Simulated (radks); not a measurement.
The cadmium ion Cd+ inside a hard spherical wall (all orbitals vanish at R), configuration held at [Kr] 4d10 5s1 and not refilled when levels cross. Calculated with a radial shooting solver on a logarithmic mesh with Libxc functionals: scalar-relativistic Kohn-Sham, PBEsol, spin-polarised, spherical densities, point nucleus; open shells are filled with parallel spins first (spin-orbit coupling, left out, can overturn this in heavy ions). Eigenvalues in eV for spin up, with the zero of energy where the potential of the charges vanishes at infinity; a dash marks a level that is unbound or too diffuse for the functional's potential to be trusted. A positive occupied level is held by the wall or, in an anion where self-interaction has pushed it up, behind a barrier. The pressure on the wall is -dE/dV.

R (bohr)  E (hartree)  kinetic (hartree)    e(4s)    e(4p)    e(4d)    e(5s)  e(5p, empty)  e(6s, empty)  pressure (GPa)
free      -5591.71840           5818.259  -114.63  -75.747  -20.611  -13.539        -7.713             -               0
20        -5591.71840           5818.259  -114.63  -75.747  -20.611  -13.539        -7.713             -        < 0.0001
6         -5591.71288           5818.307  -114.45  -75.560  -20.434  -13.291        -6.964         4.019           0.573
3.5       -5591.38243           5820.055  -110.35  -71.588  -16.661   -5.615         4.887        51.483             116
3         -5590.85669           5822.493  -106.25  -67.654  -12.683    3.328        16.652        87.606             441
2.5       -5589.27580           5829.362  -97.665  -59.360   -3.675   24.904        43.105        158.58            2030
1.5       -5558.10599           5942.852  -19.999   23.022   92.233   275.92        313.82        737.38          109000
